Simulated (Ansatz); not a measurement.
Cost and result for the atomization energy of Ge$_{4}$H$_{10}$Si (`[SiH2]1[GeH2][GeH2][GeH2][GeH2]1`) (15 atoms, 15 bonds).

```xyz
15

Si    1.913   -0.575   -0.210
Ge    0.208   -0.733   -1.869
Ge   -1.878   -0.469   -0.636
Ge   -1.277    0.649    1.447
Ge    1.107    1.114    1.267
H     3.252   -0.264   -0.780
H     1.992   -1.866    0.530
H     0.251   -2.054   -2.658
H     0.353    0.432   -2.867
H    -2.500   -1.846   -0.340
H    -2.897    0.357   -1.441
H    -1.538   -0.291    2.639
H    -2.095    1.936    1.660
H     1.302    2.498    0.621
H     1.807    1.113    2.637
```

The species carries charge 0 and has multiplicity 1. Correlated methods include outer-core shells of Ge, which these sets cover unevenly. Scalar relativity is left out up to krypton. All single points use the PBE0-D4/def2-TZVP geometry. Program: Ansatz. All runs use 6 threads of an AMD EPYC 7R13 on a shared host and a share of an NVIDIA H100 80 GB. Times are those of one run each, without the atoms' runs, and a repeat can differ threefold. Electronic energies, without spin–orbit coupling; frozen cores. CCSD(T)/CBS adds CCSD(T) − MP2 in def2-TZVPP to the MP2 limit, and its time is that of the two runs behind it. T1 = 0.012. With those shells the extrapolation isn't a true limit. B3LYP takes the VWN-RPA correlation (the form of Gaussian; ORCA's B3LYP/G). HSE06 is the plane-wave form, built on full-range PBE exchange.

CCSD(T)/CBS is a level of theory with its own doubt, some kJ/mol a heavy atom from the limit and from the frozen cores, so smaller differences don't rank the functionals.

| level | functions | wall time |
| --- | --- | --- |
| BLYP-D4/def2-TZVPP | 374 | 2.2 s |
| r2SCANh-D4/def2-TZVPP | 374 | 2.7 s |
| PBE0-D4/def2-TZVPP | 374 | 2.8 s |
| CAM-B3LYP-D4/def2-TZVPP | 374 | 3 s |
| HSE06-D4/def2-TZVPP | 374 | 3.1 s |
| BHLYP-D4/def2-TZVPP | 374 | 3.6 s |
| B3LYP-D4/def2-TZVPP (with forces) | 374 | 3.8 s |
| ωB97X-V/def2-TZVPP | 374 | 4 s |
| CCSD(T)/def2-SVP | 196 | 4 s |
| ωB97M-V/def2-TZVPP (with forces) | 374 | 6 s |
| MP2/def2-QZVPP | 726 | 6.5 s |
| CCSD(T)/def2-TZVPP | 374 | 20 s |
| CCSD(T)/CBS(def2) | – | 26 s |

(1) What atomization energy does each give, and how far from CCSD(T)/CBS? (Best estimate.)

Answers

(1) Computed: 
```json
{"level": "BLYP-D4/def2-TZVPP", "atomization (kJ/mol)": "3975.9", "difference from CCSD(T)/CBS": "-140.6", "per bond": "-9.4"}
{"level": "r2SCANh-D4/def2-TZVPP", "atomization (kJ/mol)": "4094.0", "difference from CCSD(T)/CBS": "-22.5", "per bond": "-1.5"}
{"level": "PBE0-D4/def2-TZVPP", "atomization (kJ/mol)": "4038.1", "difference from CCSD(T)/CBS": "-78.4", "per bond": "-5.2"}
{"level": "CAM-B3LYP-D4/def2-TZVPP", "atomization (kJ/mol)": "4060.3", "difference from CCSD(T)/CBS": "-56.2", "per bond": "-3.7"}
{"level": "HSE06-D4/def2-TZVPP", "atomization (kJ/mol)": "4036.4", "difference from CCSD(T)/CBS": "-80.1", "per bond": "-5.3"}
{"level": "BHLYP-D4/def2-TZVPP", "atomization (kJ/mol)": "4024.2", "difference from CCSD(T)/CBS": "-92.3", "per bond": "-6.2"}
{"level": "B3LYP-D4/def2-TZVPP (with forces)", "atomization (kJ/mol)": "4042.3", "difference from CCSD(T)/CBS": "-74.2", "per bond": "-4.9"}
{"level": "ωB97X-V/def2-TZVPP", "atomization (kJ/mol)": "4132.5", "difference from CCSD(T)/CBS": "16.0", "per bond": "1.1"}
{"level": "CCSD(T)/def2-SVP", "atomization (kJ/mol)": "3809.5", "difference from CCSD(T)/CBS": "-307.0", "per bond": "-20.5"}
{"level": "ωB97M-V/def2-TZVPP (with forces)", "atomization (kJ/mol)": "4035.1", "difference from CCSD(T)/CBS": "-81.4", "per bond": "-5.4"}
{"level": "MP2/def2-QZVPP", "atomization (kJ/mol)": "4020.6", "difference from CCSD(T)/CBS": "-95.9", "per bond": "-6.4"}
{"level": "CCSD(T)/def2-TZVPP", "atomization (kJ/mol)": "4046.9", "difference from CCSD(T)/CBS": "-69.6", "per bond": "-4.6"}
{"level": "CCSD(T)/CBS(def2)", "atomization (kJ/mol)": "4116.5", "difference from CCSD(T)/CBS": "0.0", "per bond": "0.0"}
```

From PBE to PBE0 (25 % exact exchange), in def2-TZVPP and without D4, the atomization energy moves by +12.9 kJ/mol. Leaving LDA and LC-ωPBE aside and taking each functional with its dispersion term where it has one, the values, not all of them listed here, spread over 189.5 kJ/mol, from revPBE-D4 to B97M-V. LDA lies +600.8 kJ/mol from PBE without D4, its usual overbinding. In def2-TZVPP, CCSD(T) changes the Hartree–Fock value by +1067.5 kJ/mol (the triples alone add +51.5 kJ/mol) and MP2 by +1003.1 kJ/mol; breaking electron pairs costs correlation energy, which Hartree–Fock lacks.
